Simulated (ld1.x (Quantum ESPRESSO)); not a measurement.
# Varying the TM potential for Hg (Z = 80)

Base potential:

| Item | Value |
| --- | --- |
| Element | Hg |
| Generator | ld1.x (Quantum ESPRESSO) 7.5 |
| Type | norm-conserving Troullier–Martins (Kleinman–Bylander form) |
| Functional | PBE |
| Relativity | scalar-relativistic |
| Frozen core | [Kr] 4d10 4f14 5s2 |
| Valence charge | 18 |
| Reference configuration | 5p6 5d10 6s2 6p0 |
| Partial waves | 5p (bound): rc 1.00 bohr; 5d (bound): rc 1.45 bohr; 6s (bound): rc 1.75 bohr |
| Local potential | the s channel |
| Core correction | a·sin(br)/r model core, default radius (core density twice the valence density) |

All-electron outer shells of the reference configuration (PBE, scalar-relativistic, ld1.x):

```json
{"shell": "5s", "level (eV)": "-118.18", "outermost node (bohr)": "0.47", "outermost maximum (bohr)": "0.82"}
{"shell": "4f", "level (eV)": "-95.89", "outermost node (bohr)": "–", "outermost maximum (bohr)": "0.37"}
{"shell": "5p", "level (eV)": "-66.52", "outermost node (bohr)": "0.51", "outermost maximum (bohr)": "0.93"}
{"shell": "5d", "level (eV)": "-9.86", "outermost node (bohr)": "0.55", "outermost maximum (bohr)": "1.17"}
{"shell": "6s", "level (eV)": "-6.82", "outermost node (bohr)": "1.08", "outermost maximum (bohr)": "2.21"}
{"shell": "6p", "level (eV)": "-1.05", "outermost node (bohr)": "1.28", "outermost maximum (bohr)": "3.34"}
```

Cutoffs, loose and tight: the cutoffs (Ry, on a coarse ladder) from which the occupation-weighted sum of valence levels, in a spherical-Bessel basis at the reference potential, stays within 10 and 1 mRy of its value at 400 Ry. They do not see the model core or the augmentation charge, which bear on the density cutoff. Test errors are all-electron minus pseudo excitation energies from the reference, over the configurations 5p6 5d10 6s1 6p0; 5p6 5d10 6s0 6p0; 5p6 5d9 6s0 6p0; 5p6 5d10 6s1.5 6p0; 5p5 5d10 6s2 6p0; 5p6 5d10 6s1 6p1; 5p6 5d10 6s0 6p2. A dash means not determined; rows that change the core or the reference have their own tests.

```csv
change,outcome,"cutoff, loose","cutoff, tight",bound ghosts,largest test error (meV)
base,generated,160 Ry,260 Ry,none,-1360
wave 5d (bound): rc 1.45 bohr becomes 5d (bound): rc 1.02 bohr,generated,180 Ry,260 Ry,none,-1360
wave 5d (bound): rc 1.45 bohr becomes 5d (bound): rc 1.14 bohr,generated,160 Ry,260 Ry,none,-1359
wave 5d (bound): rc 1.45 bohr becomes 5d (bound): rc 1.48 bohr,generated,160 Ry,260 Ry,none,-1360
wave 5d (bound): rc 1.45 bohr becomes 5d (bound): rc 1.64 bohr,generated,160 Ry,260 Ry,none,-1360
wave 5d (bound): rc 1.45 bohr becomes 5d (bound): rc 1.86 bohr,generated,160 Ry,260 Ry,none,-1360
wave 5d (bound): rc 1.45 bohr becomes 5d (bound): rc 2.14 bohr,generated,160 Ry,260 Ry,none,-1359
```

Reading the sweep of the d radius (base included, trends over the rows without a ghost): The loose cutoff stays near 160 Ry. The median size of the test errors (rows with all tests solved) stays near 84.0 meV.
